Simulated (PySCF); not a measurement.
Species: ethylbenzene, C8H10.
Atom-mapped SMILES: `[CH3:1][CH2:2][c:3]1[cH:4][cH:5][cH:6][cH:7][cH:8]1` (hydrogens: H9, H10, H11 on C1; H12, H13 on C2; H14 on C4; H15 on C5; H16 on C6; H17 on C7; H18 on C8)

Structure used (PBE0-D3(BJ)/def2-SVP), in Å, numbered top down from 1:
```
atom  x, y, z in Å
C1    -2.5243   -0.4939   -0.6931
C2    -1.7619    0.1065    0.4853
C3    -0.2726    0.1217    0.2639
C4     0.5200   -0.9724    0.6304
C5     1.8911   -0.9811    0.3818
C6     2.4960    0.1093   -0.2415
C7     1.7198    1.2066   -0.6118
C8     0.3490    1.2091   -0.3608
H9    -3.6097   -0.4952   -0.5088
H10   -2.3363    0.0760   -1.6161
H11   -2.2092   -1.5324   -0.8789
H12   -1.9890   -0.4649    1.4001
H13   -2.1145    1.1349    0.6666
H14    0.0529   -1.8300    1.1236
H15    2.4921   -1.8437    0.6804
H16    3.5714    0.1058   -0.4347
H17    2.1854    2.0683   -1.0966
H18   -0.2536    2.0750   -0.6508
```

The calculation used TDDFT wB97X-D/def2-SVPD, vertical, gas phase, core orbitals frozen in the response (PySCF 2.14.0, density-fitted response routines).

Ground-to-excited transition dipoles (e·a0, same axes as the geometry; the sign carries no meaning), for the states with f of 0.002 or more among the lowest 10:

```
state  E (eV)      μx      μy      μz
   S2   6.111   0.383   0.027  -0.001
   S3   7.008  -0.215   1.512  -0.675
   S4   7.013   2.112   0.115  -0.300
   S5   7.314  -0.286  -0.032  -0.024
   S6   7.495  -0.006   0.104  -0.047
   S8   7.860  -0.034  -0.123  -0.258
  S10   7.942  -0.070  -0.086  -0.179
```

Task: Work out the oscillator strengths.

Result: f = (2/3) ΔE |μ|² with ΔE in hartree (27.2114 eV).

```json
{"state": "S2", "|μ|² (au)": "0.147", "|μ| (D)": "0.98", "f": "0.022"}
{"state": "S3", "|μ|² (au)": "2.790", "|μ| (D)": "4.25", "f": "0.479"}
{"state": "S4", "|μ|² (au)": "4.564", "|μ| (D)": "5.43", "f": "0.784"}
{"state": "S5", "|μ|² (au)": "0.083", "|μ| (D)": "0.73", "f": "0.015"}
{"state": "S6", "|μ|² (au)": "0.013", "|μ| (D)": "0.29", "f": "0.002"}
{"state": "S8", "|μ|² (au)": "0.083", "|μ| (D)": "0.73", "f": "0.016"}
{"state": "S10", "|μ|² (au)": "0.044", "|μ| (D)": "0.53", "f": "0.009"}
```

Task: Label these states by symmetry in Cs.

Result: Polarised normal to the mirror plane, so A″: S3 and S6. Polarised in the mirror plane, so A′: S2, S4, S5, S8 and S10.

Task: What angle do the transition dipoles of S2 and S5 make?

Result: |cos θ| = |μa·μb| / (|μa| |μb|) = 1.00, so θ ≈ 5° (taken between 0 and 90°, since the signs are arbitrary).

Task: How is the summed strength of these states shared among x, y and z?

Result: (2/3) Σ ΔE μα² gives 0.812 for x, 0.402 for y and 0.113 for z, 1.327 in all.

Task: What peak molar absorption coefficient would the strongest computed level give as a lone Gaussian band 0.3 eV wide at half height?

Result: ε(max) = 2.175×10⁸ f / FWHM, with the width in cm⁻¹. S4: 2.175×10⁸ × 0.7842 / 2420 ≈ 70000 L mol⁻¹ cm⁻¹.

The vertical ionisation energy (ΔSCF) is 8.82 eV, 0.87 eV above S10.

One conformer stands for the species.
